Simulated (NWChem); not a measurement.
## H4AsSi in NWChem

```xyz
6

Si    -1.4415    -0.5646     0.0448
As     0.7455     0.3405    -0.0258
H     -1.6489    -1.3550     1.2985
H     -2.4329     0.5523     0.0081
H     -1.6806    -1.4619    -1.1289
H      1.3421    -1.0680     0.0454
```
Charge 0, spin multiplicity 2.

All runs are NWChem calculations. Structure: optimised with UPBE0/def2-SVP, a minimum by its harmonic frequencies.

The Hamiltonian is non-relativistic. The correlated methods keep 14 core orbitals frozen. The structure started from a generated list of species. No SCF solution was tested for a lower state.

Worked example. A B2PLYP run in 3-21G ends its self-consistent part (53 % exact exchange, 47 % B88, 73 % LYP) at -2514.78299 Ha, and second-order perturbation theory on those orbitals gives -0.12778 Ha unscaled.

The perturbative term enters with the weight 0.27: -2514.78299 + 0.27·(-0.12778) = -2514.81749 Ha is the total energy.
